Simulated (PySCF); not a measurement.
# TiH₂ + F₂ → TiHF + HF

Level: PBE0 in the def2-TZVP basis family, all electrons, no relativity, computed in PySCF with density fitting; open shells unrestricted.

```
species                                     state and structure      E (Eh)  ZPE (kJ/mol)  H(298 K) − H(0) (kJ/mol)  S° (J/(mol K))
   TiH₂          triplet, C2v, Ti–H 1.757 Å (×2); H–Ti–H 122.2°  -850.34086          22.5                      10.4           227.1
     F₂                               singlet, D∞h, F–F 1.376 Å  -199.40856           6.6                       8.7           201.9
   TiHF  triplet, Cs, Ti–F 1.785 Å, Ti–H 1.752 Å; F–Ti–H 124.7°  -949.64573          16.2                      11.1           259.4
     HF                               singlet, C∞v, H–F 0.920 Å  -100.39188          24.9                       8.7           173.6
```

Question: What is the electronic reaction energy?

Answer: At PBE0/def2-TZVP, ΔE = -756.6 kJ/mol from the differences of the total energies times 2625.5, downhill. 

Question: Add zero-point, thermal and entropy terms for 298.15 K and 1 bar.

Answer: ΔZPE = 12.0 and Δ[H(298) − H(0)] = 0.7 kJ/mol give ΔH° = -743.9 kJ/mol. ΔS° = 4.0 J/(mol K), so ΔG° = -743.9 − 298.15 × (0.0040) = -745 kJ/mol.

Open d or f shells are single determinants, so the state found may not be the ground state. Each species is the lowest minimum found with this bonding; other isomers or fragments can lie lower.
